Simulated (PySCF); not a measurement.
**Computed spin Hamiltonian**

Species: C2H11Si3 (doublet state).
Structure used (GFN2-xTB), in Å, numbered top down from 1:
```xyz
16
C2H11Si3 angstrom
Si     2.5337   -0.2401    0.0593
C      0.7694   -0.3908   -0.4566
C     -0.3399    0.2202    0.2691
Si    -1.2344    1.4743   -0.8745
Si    -1.5251   -1.1535    0.8929
H      2.7381   -0.7759    1.4161
H      2.9519    1.1715    0.1060
H      3.3695   -0.9724   -0.8929
H      0.5007   -0.9552   -1.3392
H      0.0352    0.7635    1.1412
H     -1.7744    0.7591   -2.0314
H     -2.3197    2.1224   -0.1354
H     -0.2637    2.4779   -1.3121
H     -2.6141   -0.5487    1.6631
H     -2.0687   -1.8719   -0.2605
H     -0.7660   -2.0714    1.7434
```

The hyperfine couplings belong to this conformer and change with its torsions.

As a line formula: `[SiH3]C([CH][SiH3])[SiH3]` [radical].

Computed with UKS B3LYP, pcH-1 on C H Si, non-relativistic, mean-field spin-orbit, GIAO (PySCF 2.14.0). Geometry: GFN2-xTB, one conformer, isolated molecule. Couplings are sensitive to structure, and on GFN2-xTB geometries they can be far from those on DFT ones. The SCF solution wasn't tested for stability.

```
g1, g2, g3                      : 2.00217, 2.00230, 2.00294
g_iso                           : 2.00247
Form of g                       : rhombic: the two nearest values differ by 18 % of g3 − g1
⟨S²⟩                            : 0.7538 (exact 0.7500)
α and β electrons               : 33, 32
HOMO–LUMO gap, α and β orbitals : 5.53, 5.93 eV
```

Hyperfine couplings atom by atom, in MHz; T1 to T3 are the principal values of the dipolar part; ρ(0) is the spin density at the nucleus:

```csv
atom,isotope,a_iso,of which spin–orbit,T1,T2,T3,Mulliken spin population,ρ(0) (bohr⁻³)
Si1,29Si,45.6,-0.1,-1.9,-0.6,2.5,-0.03,-0.0514
C2,13C,71.2,-0.1,-68.8,-67.9,136.7,0.92,0.0634
C3,13C,-21.9,0.0,-6.0,-1.6,7.6,-0.04,-0.0195
Si4,29Si,-101.4,0.1,-15.6,7.2,8.4,0.05,0.1142
Si5,29Si,-101.7,0.1,-15.6,7.2,8.4,0.05,0.1145
H6,1H,62.7,0.0,-3.1,-1.8,4.9,0.03,0.0140
H7,1H,62.7,0.0,-3.1,-1.8,4.9,0.03,0.0140
H8,1H,-2.0,0.0,-3.3,-2.5,5.8,0.00,-0.0004
H9,1H,-52.5,0.0,-32.9,0.1,32.8,-0.04,-0.0117
H10,1H,-0.9,0.0,-3.9,-2.7,6.6,0.00,-0.0002
H11,1H,-2.6,0.0,-2.4,-1.6,4.0,0.00,-0.0006
H12,1H,25.5,0.0,-1.8,-1.0,2.8,0.02,0.0057
H13,1H,-2.9,0.0,-3.0,-1.6,4.6,0.00,-0.0006
H14,1H,25.6,0.0,-1.8,-1.0,2.8,0.02,0.0057
H15,1H,-2.6,0.0,-2.4,-1.6,4.0,0.00,-0.0006
H16,1H,-2.9,0.0,-3.0,-1.6,4.6,0.00,-0.0007
```

The largest Mulliken spin population is on C2 (+0.92). The angles at C2 add up to 360.0°, so it is planar; its axial dipolar tensor and the negative coupling of its proton fit spin in a p orbital normal to that plane.

Axes: g3 points within 6° of the Si1–C2 bond.

Under fast tumbling the dipolar parts average out, and these isotropic splittings remain: 1 × 1H (H9, I = 1/2, 2 lines) with 1.87 mT, 3 × 1H (H6/H7/H8, I = 1/2, 4 lines) with 1.47 mT, 6 × 1H (H11 (×6), I = 1/2, 7 lines) with 0.24 mT and 1 × 1H (H10, I = 1/2, 2 lines) with 0.03 mT.

Means are taken over nuclei equivalent by connectivity, which assumes that they swap fast. The three 1H nuclei of mean +41.1 MHz run from -2.0 to 62.7 MHz in the frozen geometry. The six 1H nuclei of mean +6.7 MHz run from -2.9 to 25.6 MHz in the frozen geometry.

The 13C coupling of C2 (71.2 MHz) shows only in satellite lines or after enrichment, since that isotope makes up about 1.07 % of natural carbon.

The 29Si coupling of Si4/Si5 (mean -101.6 MHz) shows only in satellite lines or after enrichment, since that isotope makes up about 4.7 % of natural silicon.

Time: 65 s wall (grids of density and orbitals included); peak memory 1.0 GiB. Hardware: one thread of an Arm Neoverse V1, shared host with 32 logical CPUs at a one-minute load of 20.
